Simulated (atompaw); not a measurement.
**How hard is this cobalt PAW (atompaw) potential?**

- Element: cobalt
- Generator: atompaw 4.2.0.5
- Type: PAW
- Functional: PBE
- Relativity: scalar-relativistic
- Frozen core: [Ar]
- Valence charge: 9
- Reference configuration: 3d7 4s0 4p0 (charge +2)
- Partial waves: 4s (bound, empty): rc 2.65 bohr; 4s channel at -1.1 Ry: rc 2.65 bohr; 4p (bound, empty): rc 2.65 bohr; 4p channel at -0.1 Ry: rc 2.65 bohr; 3d (bound): rc 1.25 bohr; 3d channel at -1.25 Ry: rc 1.25 bohr
- Local potential: bessel scheme, radius 2.45 bohr
- Core correction: smooth core density matched at 1.40 bohr
- Augmentation charge: besselshape compensation charge, radius 2.60 bohr; PAW radius 2.65 bohr; waves and projectors: custom rrkj gramschmidtortho

The pseudo-atom Hamiltonian at the reference potential is diagonalised in spherical Bessel functions j_l(qr) that vanish at 20 bohr, with q² up to the cutoff. All-electron valence levels (Ry): 4s -1.5386, 4p -1.0783, 3d -1.9892.

How do the lowest levels (Ry) of each channel move with the cutoff, and are there ghosts?

```tsv
cutoff (Ry)	s #1	s #2	p #1	p #2	d #1	d #2	f #1	f #2	Σ f·Δε (mRy)
8	-1.5386	-0.5618	-1.0779	-0.4308	-0.6996	-0.3216	-0.2712	-0.1537	9026.6
18	-1.5386	-0.5618	-1.0783	-0.4309	-0.9472	-0.3949	-0.2712	-0.1537	7293.8
35	-1.5386	-0.5618	-1.0783	-0.4309	-1.7068	-0.5071	-0.2712	-0.1537	1976.0
60	-1.5386	-0.5618	-1.0783	-0.4309	-1.9845	-0.5290	-0.2712	-0.1537	32.2
100	-1.5386	-0.5618	-1.0783	-0.4309	-1.9887	-0.5294	-0.2712	-0.1537	3.2
160	-1.5386	-0.5618	-1.0783	-0.4309	-1.9891	-0.5294	-0.2712	-0.1537	0.4
400	-1.5386	-0.5618	-1.0783	-0.4309	-1.9891	-0.5294	-0.2712	-0.1537	0.0
```

Result: no extra level below or beside the all-electron valence levels (s, p, d, f tested); 10 mRy is reached at 70 Ry and 1 mRy at 120 Ry.
